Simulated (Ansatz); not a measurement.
Cartesian coordinates (Å):
```xyz
5

C     -1.2777     0.0683    -0.2909
C     -0.0794     0.0042    -0.1040
C      1.2689    -0.0678     0.1067
N      2.4234    -0.1296     0.2866
H     -2.3352     0.1249    -0.4559
```
Charge 0, spin multiplicity 1.

Computed with frozen-core CCSD(T)/cc-pVTZ // PBE-D3(BJ)/def2-TZVP (Ansatz, an electronic-structure program). The restricted HF reference is unstable towards unrestricted orbitals.

| Item | Value |
|---|---|
| HF energy | -168.60099 Ha |
| MP2 correlation energy | -0.64028 Ha |

### Question
Estimate the CCSD correlation energy, the (T) correction, the total energy and the T1 diagnostic.

### Answer

- CCSD correlation energy = -0.63995 Ha
- (T) correction = -0.03790 Ha
- CCSD(T) total energy = -169.27883 Ha
- T1 diagnostic = 0.015
